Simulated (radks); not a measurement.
The numbers below are computed, except where a source is named.
Species: Tl3+. Configuration: [Kr] 4d10 4f14 5s2 5p5.75 5d10 5f0.25 (fractional occupations, a model configuration). Level of theory: Dirac Kohn-Sham, LDA (Slater exchange, Perdew-Wang correlation), spin-unpolarised, spherical densities, finite nucleus; open shells fill j = l - 1/2 first; Fermi nuclear charge, rms radius 5.4759 fm (a radial shooting solver on a logarithmic mesh with Libxc functionals).

Spin-orbit splittings of the eigenvalues, e(l+1/2) - e(l-1/2), with zeta = 2 splitting/(2l+1) and mean radii in bohr:

shell  occ.  splitting (eV)  zeta (eV)  <r> j=l-1/2  <r> j=l+1/2
2p        6            2063       1376      0.05591      0.06470
3p        6           458.6      305.7       0.1675       0.1836
3d       10           98.03      39.21       0.1595       0.1644
4p        6           111.8      74.50       0.3932       0.4278
4d       10           20.86      8.343       0.4335       0.4447
4f       14           4.607      1.316       0.4643       0.4708
5p     5.75           20.57      13.72       0.9379        1.031
5d       10               ?          ?        1.305        1.348
5f     0.25         0.02292   0.006548        3.999        4.018
6p        0           2.613      1.742        2.479        2.702

Estimate the 5d splitting.

Answer. 2.376 eV (zeta = 0.9504 eV).
